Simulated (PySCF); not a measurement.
Cost of one run: shielding job, `c1cnccc1SC` (4-(methylthio)pyridine).

Method: GIAO PBE0/pcSseg-1 NMR shielding, non-relativistic, gas phase (PySCF 2.14.0, density-fitted response routines). Geometry: GFN2-xTB, NEB image 6 of 0 to 8. Work: shieldings, ring-centre shieldings, density fitting. The input is one job of a driver script: a line of settings, then coordinates in Å.

Command:
```bash
OMP_NUM_THREADS=1 python probes_run.py task.json out
```

Input:
```
{"job": {"kind": "nmr", "xc": "PBE0", "basis": "pcSseg-1", "pop": false}, "charge": 0, "multiplicity": 1}
C      2.642000    -0.513900     0.156100
S      1.688900     0.289600    -1.167400
C      0.043000     0.224500    -0.511200
C     -0.477200    -0.897400     0.121200
C     -1.780300    -0.835700     0.589900
N     -2.555600     0.227600     0.470600
C     -2.059600     1.284200    -0.150300
C     -0.774300     1.339100    -0.662600
H      2.272900    -1.515800     0.342600
H      3.667400    -0.557300    -0.197300
H      2.582900     0.094300     1.053700
H      0.098400    -1.802200     0.237600
H     -2.227900    -1.688400     1.083200
H     -2.720600     2.135800    -0.232700
H     -0.404500     2.223700    -1.155300
```

Hardware: Arm Neoverse N1, one thread, no GPU (shared host). PySCF's memory limit was set to 1200 MB.

**Question.** How large is the basis?

**Answer.** 178 functions for 66 electrons, with 937 fitting functions; the fitted three-index integrals, 937 × 178 × 179/2 numbers of 8 bytes, come to 110 MiB.

**Question.** What wall time should be expected on this hardware?

**Answer.** About 35 s. The SCF took 14 cycles.

**Question.** Estimate the peak memory.

**Answer.** About 0.83 GiB. Peak memory is the resident size of the whole Python process, interpreter and libraries included.

**Question.** At this speed, how long would 100 such jobs take on 32 cores, one job a core?

**Answer.** 100/32 gives 4 rounds of 35 s, about 2.3 min of wall time and 0.97 core-hours, if the jobs don't slow each other.

The SCF part of the output:
```
coarse grid: 13544 points
cycle   1  E = -685.1712364878  dE =  1.337e+00  |g| = 3.363e-01  |ddm| = 3.822e+00
cycle   2  E = -685.1649169340  dE =  6.320e-03  |g| = 4.005e-01  |ddm| = 8.593e-01
cycle   3  E = -685.1996757244  dE = -3.476e-02  |g| = 9.973e-02  |ddm| = 4.680e-01
cycle   4  E = -685.2016502274  dE = -1.975e-03  |g| = 4.233e-02  |ddm| = 1.337e-01
cycle   5  E = -685.2020970268  dE = -4.468e-04  |g| = 1.090e-02  |ddm| = 5.796e-02
cycle   6  E = -685.2021260875  dE = -2.906e-05  |g| = 2.600e-03  |ddm| = 1.337e-02
cycle   7  E = -685.2021273911  dE = -1.304e-06  |g| = 8.671e-04  |ddm| = 2.427e-03
final grid: 127592 points
cycle   8  E = -685.2500957129  dE = -2.966e-05  |g| = 9.013e-03  |ddm| = 4.049e-02
cycle   9  E = -685.2500846503  dE =  1.106e-05  |g| = 1.115e-02  |ddm| = 2.063e-02
cycle  10  E = -685.2501161368  dE = -3.149e-05  |g| = 9.606e-04  |ddm| = 1.241e-02
cycle  11  E = -685.2501163442  dE = -2.074e-07  |g| = 4.430e-04  |ddm| = 1.505e-03
cycle  12  E = -685.2501163912  dE = -4.696e-08  |g| = 8.749e-05  |ddm| = 5.261e-04
cycle  13  E = -685.2501163927  dE = -1.566e-09  |g| = 3.979e-05  |ddm| = 1.353e-04
cycle  14  E = -685.2501163931  dE = -3.731e-10  |g| = 1.422e-05  |ddm| = 5.064e-05
converged SCF energy = -685.2501163931
```

On the final grid dE counts from the start density on that grid.

The host was shared with other jobs, so the times are rough.
